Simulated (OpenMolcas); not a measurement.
Er2+ among 8 point charges of -1 e arranged as a cube (Oh).

```
Program             : OpenMolcas 26.06
Method              : CASSCF
Basis               : ANO-RCC-VDZP [7s6p4d2f1g]
Scalar Hamiltonian  : DKH2, point nucleus
Active space        : 12 electrons in 7 orbitals (4f)
State averaging     : 2S+1 = 3 even, 21 roots; 2S+1 = 1 even, 27 roots kept (CI in the orbitals of an earlier block)
Spin-orbit coupling : state interaction with AMFI integrals over the reference wave functions
```

All point charges move together. At R = 2.21 Å the width of the lowest J multiplet is 328 cm-1, and at R = 2.33 Å it is 248 cm-1.

Q: A third run gives 164 cm-1. What distance was it run at?

A: With a power law R^-n the two known points give n = -ln(248 / 328) / ln(2.33 / 2.21) = 5.29. Then R = 2.21 × (328 / 164)^(1/5.29) = 2.519 Å. The run was at 2.52 Å, so the estimate is off by -0.001 Å.

Point charges carry no covalency, so the field is a model and not that of real ligands. No measured value stands beside these numbers.
